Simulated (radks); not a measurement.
Fractional charge and spin in the 4s shell of iron: the spin-up occupation runs from 0 to 1 and the spin-down occupation from 0 to 1; the fullest corner is Fe, [Ar] 3d(up 3, down 3) 4s(up 1, down 1). Method: scalar-relativistic Kohn-Sham, r2SCAN, spin-polarised, spherical densities, finite nucleus; meta-GGA in the generalised Kohn-Sham scheme; Fermi nuclear charge, rms radius of each element as measured or else 0.836 A^(1/3) + 0.57 fm; computed with a radial shooting solver on a logarithmic mesh with Libxc functionals. Energy (eV) minus the two flat planes that join the four corners (they meet along the diagonal where the two added fractions sum to one electron); zero is where a piecewise linear energy would lie.

| down \ up | 0 | 0.5 | 1 |
|---|---|---|---|
| 0 | 0.000 | -0.777 | 0.000 |
| 0.5 | -0.777 | 0.544 | -0.685 |
| 1 | 0.000 | -0.685 | 0.000 |

Corners above the fullest one (they belong to Fe+ and the next ion): (up 1, down 0) 8.288 eV, (up 0, down 1) 8.288 eV, (up 0, down 0) 24.596 eV. With half an added electron in each spin the energy lies 0.544 eV from the planes, and with half an added electron in spin up alone -0.777 eV. The planes are only a guide here: the flat-plane condition holds for ground states with one frontier orbital, while other shells are open and held unpolarised.
